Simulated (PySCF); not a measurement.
Correlation energy of Si⁺ (silicon, charge +1)

[Ne] 3s1 3p2, 3s spin antiparallel (an excited configuration). Calculation: PySCF 2.14, in def2-QZVPPD; the non-relativistic Hamiltonian (point nucleus). Frozen: [Ne]; 3 electrons correlated.

MP2 pair energies summed by pair of shells (mhartree):

```
 pair  energy  share (%)
3s-3p  -62.07       90.3
3p-3p   -6.65        9.7
```

Total MP2 correlation energy: -68.72 mhartree.

Same-spin part -6.65 and opposite-spin part -62.07 mhartree; SCS-MP2 scales them by 1/3 and 6/5 to -76.70 mhartree.
